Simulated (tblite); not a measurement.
C5H6O2.
Atom-mapped SMILES: `[CH3:1][O:2][c:3]1[cH:4][cH:5][o:6][cH:7]1` (hydrogens: H8, H9, H10 on C1; H11 on C4; H12 on C5; H13 on C7)

Computed with GFN2-xTB (tblite), gas phase: Langevin dynamics at 600 K from the optimised GFN2-xTB geometry, time step 0.5 fs, friction 0.01 fs⁻¹, 2000 steps. Over the second half of the run the saved frames average 604 K.

The optimised geometry, where the run starts:
```
atom  x, y, z in Å
C1     -2.201   -0.008   -0.001
O2     -1.113    0.825   -0.320
C3      0.115    0.289   -0.119
C4      1.329    0.999   -0.339
C5      2.323    0.127   -0.025
O6      1.825   -1.052    0.368
C7      0.477   -0.957    0.311
H8     -2.205   -0.912   -0.619
H9     -2.179   -0.298    1.054
H10    -3.098    0.575   -0.202
H11     1.418    2.007   -0.682
H12     3.390    0.229   -0.039
H13    -0.083   -1.823    0.597
```

t = 50 fs, T = 378 K, E(pot) 0.781 eV above the start
```
atom  x, y, z in Å  |  force x, y, z in eV/Å
C1     -2.308   -0.011    0.141   -0.500   0.864  -1.394
O2     -1.206    0.866   -0.306   -1.536  -2.187   0.307
C3      0.011    0.307   -0.181    0.791   0.337   1.542
C4      1.182    1.106   -0.114    2.545   0.439  -1.395
C5      2.231    0.209    0.056   -1.337  -0.487   0.178
O6      1.737   -1.038    0.320    0.406   0.560  -0.299
C7      0.406   -0.961    0.236   -0.716   1.819  -0.920
H8     -2.454   -1.068   -0.288    0.531   1.743  -0.481
H9     -2.236   -0.246    1.175    0.241   0.412   1.141
H10    -3.184    0.670   -0.067    0.658  -1.118   0.247
H11     1.456    2.170   -0.398   -1.079  -1.552   0.468
H12     3.294    0.254   -0.084   -0.080   0.259   0.371
H13    -0.273   -1.753    0.344    0.076  -1.089   0.236
```

t = 150 fs, T = 346 K, E(pot) 1.099 eV above the start
```
atom  x, y, z in Å  |  force x, y, z in eV/Å
C1     -2.316   -0.182    0.693   -1.116   3.339   0.061
O2     -1.444    0.693   -0.143   -0.173  -1.897   1.701
C3     -0.141    0.273   -0.156   -1.053   1.970  -0.511
C4      0.964    1.160   -0.174    1.028   0.380   1.861
C5      2.078    0.366   -0.034    0.555   0.291  -0.177
O6      1.755   -0.930   -0.177   -0.311   0.989   0.641
C7      0.417   -0.916   -0.191   -0.389  -5.157   0.035
H8     -2.600   -1.065    0.171   -0.123  -0.512  -0.448
H9     -1.985   -0.445    1.739    0.212   0.590  -1.253
H10    -3.240    0.574    0.778    1.548  -1.849   0.017
H11     0.830    2.147    0.216    0.360   0.422  -0.688
H12     3.105    0.466    0.306   -0.302   0.654  -0.694
H13     0.046   -1.943   -0.013   -0.235   0.779  -0.544
```

t = 250 fs, T = 727 K, E(pot) 0.998 eV above the start
```
atom  x, y, z in Å  |  force x, y, z in eV/Å
C1     -2.618   -0.143    0.183   -2.259  -1.447  -0.171
O2     -1.531    0.711    0.353   -0.617  -0.355   0.121
C3     -0.300    0.173    0.225    2.196  -2.709  -0.416
C4      0.901    0.902    0.337   -0.121   2.512  -0.962
C5      1.932    0.050    0.041    0.640   2.205  -0.003
O6      1.512   -1.135   -0.205    0.914  -2.429  -0.057
C7      0.224   -1.173   -0.075   -3.481   3.909   0.918
H8     -2.791   -0.538   -0.850    0.619   0.561   0.333
H9     -2.676   -1.044    0.809    1.229  -0.263   0.210
H10    -3.641    0.213    0.496    1.200   1.203  -0.418
H11     0.991    2.034    0.309   -0.163  -1.774   0.554
H12     2.959    0.259   -0.154    0.361   0.106   0.188
H13    -0.333   -2.038    0.019   -0.518  -1.520  -0.298
```

t = 300 fs, T = 664 K, E(pot) 1.058 eV above the start
```
atom  x, y, z in Å  |  force x, y, z in eV/Å
C1     -2.663   -0.438    0.207    1.711   0.323  -0.669
O2     -1.718    0.596    0.601    1.773  -2.392  -1.336
C3     -0.353    0.102    0.291   -3.872   4.645   1.808
C4      0.837    0.863    0.446    1.407  -2.857  -0.721
C5      1.827   -0.132    0.151   -3.197   3.556   0.866
O6      1.300   -1.267   -0.194   -1.380  -0.623  -0.654
C7     -0.067   -1.073   -0.185    0.823  -5.480  -0.621
H8     -2.576   -0.663   -0.858    0.634  -0.035  -0.315
H9     -2.516   -1.375    0.733    0.025   0.080   0.444
H10    -3.659   -0.135    0.235   -1.476   1.060   1.020
H11     0.949    1.892    0.664    0.089   0.184   0.260
H12     2.816    0.077    0.050    2.470   0.020  -0.092
H13    -0.669   -2.027   -0.315    0.993   1.518   0.012
```

t = 375 fs, T = 670 K, E(pot) 1.301 eV above the start
```
atom  x, y, z in Å  |  force x, y, z in eV/Å
C1     -2.925   -0.241    0.849    0.354   2.699  -0.856
O2     -1.789    0.536    0.320   -1.280  -0.648  -0.516
C3     -0.568    0.000    0.142    2.363  -1.602   1.464
C4      0.563    0.741    0.796   -3.765   0.628  -1.350
C5      1.584   -0.033    0.683    2.274  -3.577  -1.019
O6      1.337   -1.250    0.081   -1.011   0.875   0.566
C7      0.000   -1.278   -0.164   -1.714   1.386  -1.128
H8     -3.223   -1.023    0.178    0.494  -0.997   0.190
H9     -2.636   -0.441    1.907   -0.935  -0.226  -0.901
H10    -3.772    0.524    0.639    1.138  -0.943   1.226
H11     0.566    1.764    1.067   -0.299   0.313   0.397
H12     2.529   -0.059    1.096    1.751   0.544   0.517
H13    -0.390   -2.135   -0.824    0.629   1.548   1.412
```

t = 650 fs, T = 697 K, E(pot) 0.459 eV above the start
```
atom  x, y, z in Å  |  force x, y, z in eV/Å
C1     -2.938   -1.370    1.374    0.681   0.945  -0.712
O2     -2.164   -0.168    1.505    1.400  -1.148  -1.956
C3     -0.973   -0.223    0.693   -2.922  -1.806   0.786
C4     -0.068    0.800    0.709    2.446   0.918  -0.984
C5      0.900    0.426   -0.215   -0.130   0.186  -0.310
O6      0.591   -0.748   -0.808    0.459   0.935   0.804
C7     -0.520   -1.186   -0.223   -0.874   1.072   0.747
H8     -3.189   -1.631    0.320   -0.059   0.482   0.656
H9     -2.363   -2.150    1.783    0.954  -1.395   0.337
H10    -3.773   -1.290    2.024   -1.032   0.480   0.157
H11    -0.039    1.699    1.296   -0.174  -0.204  -0.055
H12     1.775    0.902   -0.632   -0.190   0.084   0.365
H13    -0.874   -2.081   -0.658   -0.559  -0.549   0.165
```

t = 725 fs, T = 704 K, E(pot) 0.828 eV above the start
```
atom  x, y, z in Å  |  force x, y, z in eV/Å
C1     -2.879   -1.542    1.398    2.127  -0.388  -1.741
O2     -2.120   -0.331    1.251   -0.522  -0.529   0.692
C3     -0.971   -0.238    0.569    0.210  -0.717  -2.276
C4     -0.159    0.902    0.599    0.850   2.410   2.036
C5      0.654    0.945   -0.464    0.450  -2.709  -1.168
O6      0.539   -0.227   -1.236   -2.166   0.740   2.834
C7     -0.514   -0.898   -0.569    0.334  -0.144  -0.554
H8     -3.859   -1.258    1.543   -2.092   0.822   0.339
H9     -2.865   -2.210    0.487    0.318   0.647   0.793
H10    -2.540   -2.068    2.267    0.388  -0.528   0.428
H11    -0.007    1.661    1.410   -0.804  -0.843  -0.891
H12     1.515    1.516   -0.631    0.549   0.702  -0.432
H13    -0.841   -1.863   -0.953    0.357   0.539  -0.060
```

t = 925 fs, T = 592 K, E(pot) 0.918 eV above the start
```
atom  x, y, z in Å  |  force x, y, z in eV/Å
C1     -2.506   -2.393    1.344   -0.761   3.351   2.513
O2     -2.060   -1.004    1.441    0.952   0.099  -0.263
C3     -1.139   -0.492    0.548   -2.094  -2.027  -1.857
C4     -0.492    0.670    0.792    1.704   2.175   2.492
C5      0.200    1.082   -0.298    0.374  -0.888  -0.318
O6     -0.011    0.191   -1.280   -0.411  -0.185  -0.002
C7     -0.854   -0.730   -0.794   -1.128  -1.245  -0.321
H8     -3.068   -2.407    2.366    0.546  -0.624  -1.907
H9     -3.113   -2.346    0.480   -0.695  -1.093  -0.692
H10    -1.631   -2.957    1.386    0.904  -1.458  -0.319
H11    -0.447    0.982    1.815    0.061   0.844  -0.002
H12     1.021    1.726   -0.485   -0.014   0.674   0.147
H13    -1.284   -1.452   -1.503    0.563   0.375   0.528
```

t = 975 fs
```
atom  x, y, z in Å
C1     -2.493   -2.314    0.769
O2     -1.975   -1.301    1.569
C3     -1.287   -0.502    0.627
C4     -0.537    0.678    0.829
C5      0.125    0.890   -0.383
O6     -0.172   -0.008   -1.291
C7     -1.093   -0.871   -0.782
H8     -3.035   -2.947    1.434
H9     -3.130   -1.828    0.071
H10    -1.551   -2.676    0.373
H11    -0.408    1.298    1.680
H12     0.911    1.641   -0.524
H13    -1.483   -1.575   -1.447
```

Task: Estimate the potential energy and the forces of this last frame.

Result: 1.052 eV above the start.

| atom | Fx (eV/Å) | Fy (eV/Å) | Fz (eV/Å) |
| --- | --- | --- | --- |
| C1 | 0.510 | -0.188 | 1.295 |
| O2 | 1.010 | 2.784 | -1.153 |
| C3 | -0.008 | -0.900 | -1.407 |
| C4 | 0.582 | -0.646 | -1.580 |
| C5 | 0.238 | 0.851 | 1.843 |
| O6 | -0.634 | -0.311 | -0.401 |
| C7 | 0.960 | 2.161 | 3.492 |
| H8 | -0.273 | -0.830 | 0.193 |
| H9 | -0.755 | -0.251 | -1.034 |
| H10 | -0.586 | -1.490 | -0.779 |
| H11 | -0.146 | -0.059 | 0.385 |
| H12 | -0.618 | -0.545 | -0.381 |
| H13 | -0.279 | -0.576 | -0.474 |

The bond farthest from its length at the start is C3–C7 (1.470 against 1.367 Å), and half the difference of its two atoms' forces along it is -2.67 eV/Å (positive lengthens). The largest atomic force is 4.22 eV/Å.

The cost below is that of the whole dynamics run. The run took about 26 s of CPU time (one thread, shared machine).
